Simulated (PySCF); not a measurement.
Write Cartesian coordinates for `[CH3][Sn]([CH3])([CH3])[Br]` as optimised with PBE0-D3(BJ)/def2-SVP.

```xyz
14
C3H9BrSn angstrom
C     -1.0268    1.7579   -0.4666
Sn     0.0961    0.1058    0.3118
C      1.9251   -0.2738   -0.7389
C     -1.0704   -1.6592    0.6561
Br     0.8184    0.8408    2.6090
H     -1.3769    1.5395   -1.4860
H     -1.8935    1.9482    0.1812
H     -0.3917    2.6543   -0.4857
H      2.5018   -1.0372   -0.1985
H      1.7180   -0.6303   -1.7583
H      2.5182    0.6495   -0.7912
H     -1.4390   -2.0729   -0.2937
H     -1.9243   -1.4148    1.3028
H     -0.4463   -2.4101    1.1599
```

Orientation and origin are arbitrary. Atoms count from 1 in this order. Sn2 (tin bonded to Br and 3 C) is distorted tetrahedral (angles from 104.5° to 114.1°). All 3 C–Sn bonds measure 2.143 to 2.144 Å.

Bonds between heavy atoms (Å): C1–Sn2 2.144, Sn2–C3 2.143, Sn2–C4 2.143, Sn2–Br5 2.518.

Method: PySCF, PBE0-D3(BJ)/def2-SVP geometry optimisation, gas phase, def2 core potentials past Kr.

Stationary, but not proved a minimum.
